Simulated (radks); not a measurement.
The numbers below are computed, except where a source is named.
Radial electron density D(r) = 4 pi r^2 rho(r) of an atom or ion with 52 electrons. Level of theory: Dirac Kohn-Sham, PBE, spin-unpolarised, spherical densities, point nucleus (a radial shooting solver on a logarithmic mesh with Libxc functionals).

```
   r/bohr * D(r) (the largest magnitude, 99.4, reaches the edge; | marks zero)
 0.001717 |   *
 0.001967 |    *
 0.002254 |     *
 0.002582 |      *
 0.002982 |        *
 0.003417 |          *
 0.003914 |            *
 0.004485 |               *
 0.005138 |                  *
 0.005886 |                     *
 0.006798 |                         *
 0.007788 |                            *
 0.008923 |                                *
  0.01022 |                                   *
  0.01171 |                                      *
  0.01342 |                                        *
   0.0155 |                                          *
  0.01775 |                                          *
  0.02034 |                                         *
   0.0233 |                                        *
   0.0267 |                                      *
  0.03083 |                                     *
  0.03533 |                                     *
  0.04047 |                                      *
  0.04637 |                                          *
  0.05312 |                                              *
  0.06086 |                                                   *
  0.07029 |                                                      *
  0.08053 |                                                      *
  0.09226 |                                                   *
   0.1057 |                                              *
   0.1211 |                                          *
   0.1387 |                                        *
   0.1602 |                                         *
   0.1836 |                                             *
   0.2103 |                                               *
    0.241 |                                             *
   0.2761 |                                      *
   0.3188 |                            *
   0.3653 |                    *
   0.4185 |                *
   0.4794 |                 *
   0.5493 |                   *
   0.6293 |                   *
   0.7268 |                *
   0.8327 |           *
    0.954 |       *
    1.093 |     *
    1.252 |    *
    1.435 |   *
    1.657 |  *
    1.898 | *
    2.175 |*
    2.491 *
    2.854 *
     3.27 *
    3.777 *
    4.327 *
```

What is the nuclear charge?

Answer. Z = 58. The innermost maximum, from 1s, lies near gamma/Z bohr with gamma = sqrt(1 - (Z/c)^2) = 0.906, here 0.0156 bohr (found: 0.0172), and its height grows with Z. The density is that of the cerium ion Ce6+ in [Kr] 4d10 5s2 5p4; the configuration itself is not fixed sharply by these data, and Z only to a few units. D(r) has 4 maxima, at r = 0.0172, 0.0755, 0.214, 0.590 bohr, and minima at 0.0334, 0.141, 0.436 bohr, inside which lie 2.02, 11.20, 29.00 electrons.
